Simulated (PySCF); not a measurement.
Isomers of C4H13NSi, from PBE0-D3(BJ)/def2-SVP geometry optimisation, gas phase in PySCF 2.14.0. One conformer each, no zero-point energy, no frequencies.

Question: Which is lower in electronic energy at this level?
A. `N(C)([SiH](C)C)C` (SiHMe2(NMe2)): A = 3472, B = 2033, C = 1642 MHz, dipole 0.71 D
B. `[H][Si]([H])(C)N(C)CC` (SiH2Me(NMeEt)): A = 5010, B = 1621, C = 1373 MHz, dipole 0.84 D

Answer: A. That is SiHMe2(NMe2) (`[H][Si](C)(C)N(C)C`), 8.1 kcal/mol below the other.

| SMILES | mapped SMILES | E (Eh) | relative (kcal/mol) | relative (kJ/mol) | dipole (D) |
| --- | --- | --- | --- | --- | --- |
| [H][Si](C)(C)N(C)C | – | -503.90668 | 0.0 | 0.0 | 0.71 |
| [H][Si]([H])(C)N(C)CC | – | -503.89385 | 8.1 | 33.7 | 0.84 |
